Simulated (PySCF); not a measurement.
Level of theory: B3LYP-D3(BJ)/def2-TZVP (PySCF 2.14.0). Gas-phase values, no solvent. B3LYP has the VWN-RPA correlation part, as in Gaussian. 

Reference species (SMILES): `[SiH2]=C=C=C` (neutral, multiplicity 1).

* **dipole moment**: 0.88 D
* **HOMO**: -5.89 eV

Changed species: `C1C(C=1)=[SiH2]`.

Q: Predict the effect on the dipole moment and HOMO.

A: the dipole moment goes up by 2.98 D, to 3.86 D; the HOMO goes up by 0.75 eV, to -5.14 eV.
